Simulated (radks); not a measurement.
Values are calculated unless marked as measured or tabulated.
Problem. Ionisation of Ga, [Ar] 3d10 4s2 4p1, to Ga+, [Ar] 3d10 4s2, under several functionals. Scalar-relativistic Kohn-Sham, spin-unpolarised, spherical densities, finite nucleus; a radial shooting solver on a logarithmic mesh with Libxc functionals. Known Delta-SCF values: HCTH/407 5.791 eV. What does LDA (Slater exchange, VWN5 correlation) give, and what is its highest occupied eigenvalue?

Solution. 5.882 eV by Delta-SCF; the 4p eigenvalue is -2.732 eV. NIST: 5.999 eV (measured).

Beside tabulated values, note that spin-unpolarised runs miss the spin-polarisation part of the exchange energy of open shells.
